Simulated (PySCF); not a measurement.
# Bonding in `CSCC1(S)C[SiH2]C1`

C₅H₁₂S₂Si.
Atom-mapped SMILES: `[CH3:1][S:2][CH2:3][C:4]1([SH:5])[CH2:6][SiH2:7][CH2:8]1` (hydrogens: H9, H10, H11 on C1; H12, H13 on C3; H14 on S5; H15, H16 on C6; H17, H18 on Si7; H19, H20 on C8)

Structure used (GFN2-xTB), in Å, numbered top down from 1:
```xyz
20
C5H12S2Si angstrom
C      3.232    0.095    0.214
S      1.560    0.799    0.258
C      0.656   -0.656   -0.387
C     -0.846   -0.468   -0.328
S     -1.601   -1.984   -1.075
C     -1.377   -0.182    1.086
Si    -1.857    1.599    0.579
C     -1.336    0.786   -1.071
H      3.481   -0.190   -0.805
H      3.285   -0.765    0.876
H      3.907    0.871    0.558
H      0.977   -0.812   -1.420
H      0.961   -1.514    0.218
H     -1.233   -2.819   -0.103
H     -0.621   -0.316    1.857
H     -2.224   -0.817    1.338
H     -0.977    2.651    1.069
H     -3.277    1.917    0.708
H     -2.160    0.556   -1.744
H     -0.555    1.264   -1.658
```

Bond orders from the PBE0/pcSseg-1 density (PySCF). One conformer (not necessarily the lowest) at the GFN2-xTB geometry, without solvent, vibrations or thermal averaging.

(1) How far do the computed orders between heavy atoms stray from the drawn ones?

(2) Set the Mayer orders of the bonds beside their lengths.

## Answers

(1) The largest departure is 0.085, at C4–C6 (drawn single, 0.915).

(2) 
```json
{"bond": "C1–S2", "drawn as": "single", "length (Å)": "1.815", "Mayer order": "1.005"}
{"bond": "S2–C3", "drawn as": "single", "length (Å)": "1.830", "Mayer order": "0.960"}
{"bond": "C3–C4", "drawn as": "single", "length (Å)": "1.514", "Mayer order": "0.981"}
{"bond": "C4–S5", "drawn as": "single", "length (Å)": "1.851", "Mayer order": "1.054"}
{"bond": "C4–C6", "drawn as": "single", "length (Å)": "1.538", "Mayer order": "0.915"}
{"bond": "C6–Si7", "drawn as": "single", "length (Å)": "1.914", "Mayer order": "0.927"}
{"bond": "Si7–C8", "drawn as": "single", "length (Å)": "1.912", "Mayer order": "0.926"}
{"bond": "C8–C4", "drawn as": "single", "length (Å)": "1.538", "Mayer order": "0.927"}
{"bond": "C1–H9", "drawn as": "single", "length (Å)": "1.087", "Mayer order": "0.949"}
{"bond": "C1–H10", "drawn as": "single", "length (Å)": "1.087", "Mayer order": "0.950"}
{"bond": "C1–H11", "drawn as": "single", "length (Å)": "1.085", "Mayer order": "0.958"}
{"bond": "C3–H12", "drawn as": "single", "length (Å)": "1.093", "Mayer order": "0.930"}
{"bond": "C3–H13", "drawn as": "single", "length (Å)": "1.093", "Mayer order": "0.932"}
{"bond": "S5–H14", "drawn as": "single", "length (Å)": "1.333", "Mayer order": "0.925"}
{"bond": "C6–H15", "drawn as": "single", "length (Å)": "1.088", "Mayer order": "0.947"}
{"bond": "C6–H16", "drawn as": "single", "length (Å)": "1.088", "Mayer order": "0.943"}
{"bond": "Si7–H17", "drawn as": "single", "length (Å)": "1.456", "Mayer order": "0.943"}
{"bond": "Si7–H18", "drawn as": "single", "length (Å)": "1.461", "Mayer order": "0.939"}
{"bond": "C8–H19", "drawn as": "single", "length (Å)": "1.088", "Mayer order": "0.941"}
{"bond": "C8–H20", "drawn as": "single", "length (Å)": "1.087", "Mayer order": "0.947"}
```

Bonds between the same two heavy elements. C–S: lowest S2–C3 (0.960, 1.830 Å), highest C4–S5 (1.054, 1.851 Å); in 2 of the 3 pairs the longer bond (by over 0.003 Å) has the higher order (by 0.02 or more). C–C: lowest C4–C6 (0.915, 1.538 Å), highest C3–C4 (0.981, 1.514 Å). C–Si: all 2 within 0.02 of one another (0.926 to 0.927).

**Question.** Sum the orders of all bonds at each heavy atom with more than one neighbour and set the sums beside the valence in the SMILES.

**Answer.** C1 3.862 (drawn 4), S2 1.965 (drawn 2), C3 3.803 (drawn 4), C4 3.877 (drawn 4), S5 1.979 (drawn 2), C6 3.732 (drawn 4), Si7 3.735 (drawn 4), C8 3.741 (drawn 4). Orders between atoms that aren't bonded are not in these sums.

For a closed shell the Mayer order of atoms A and B is Σ (PS)μν (PS)νμ over the basis functions μ on A and ν on B, with P the density and S the overlap matrix.
